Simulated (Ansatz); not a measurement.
Basis-set extrapolation for C₂H₆AlFOSi (PBE0-D4/def2-TZVP geometry, frozen core, Ansatz 0.2.0). Multiplicity 1, RHF reference.

|  | def2-TZVPP | def2-QZVPP |
| --- | --- | --- |
| HF | -784.588320 | -784.616617 |
| MP2 correlation | -1.005539 | -1.085023 |
| CCSD(T) correlation | -1.088753 | not run |

Energies in hartree. Use E(X) = E(∞) + A·exp(−7.88·√X) for Hartree–Fock and E(X) = E(∞) + B·X^(−2.97) for correlation, with X = 3 and 4, and add CCSD(T) minus MP2 of the smaller set to the MP2 limit.

What is the CCSD(T) energy at the basis-set limit?

HF limit: -784.616617 + (-0.028297) × 0.13774 = -784.62051. MP2 limit: -1.085023 + (-0.079484) × 0.74074 = -1.14390. Higher-order term: -1.088753 − (-1.005539) = -0.08321. Total: -785.84762 hartree, 447.8 kJ/mol below CCSD(T)/def2-TZVPP.
